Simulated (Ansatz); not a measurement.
GeHBr₃. Total charge 0; singlet. Geometry r2SCAN-D4/def2-SVP; atoms count from 1.

```xyz
5

Ge    0.0329    0.0221   -0.1541
H     0.3467    0.2342   -1.6344
Br   -2.0230   -0.9734    0.0665
Br    0.0130    2.0441    0.9307
Br    1.6304   -1.3270    0.7913
```

(1) Estimate the Mulliken populations from the PBE0/def2-TZVP orbitals of Ansatz.

(2) And the Mayer bond orders between heavy atoms (over 0.3)?

## Answers

(1) 
```
atom  charge (e)
 Ge1        0.64
  H2        0.09
 Br3       -0.24
 Br4       -0.24
 Br5       -0.24
```
Mulliken values depend strongly on the basis.

(2) Ge1–Br3 1.04 (2.29 Å); Ge1–Br4 1.04 (2.29 Å); Ge1–Br5 1.04 (2.29 Å).
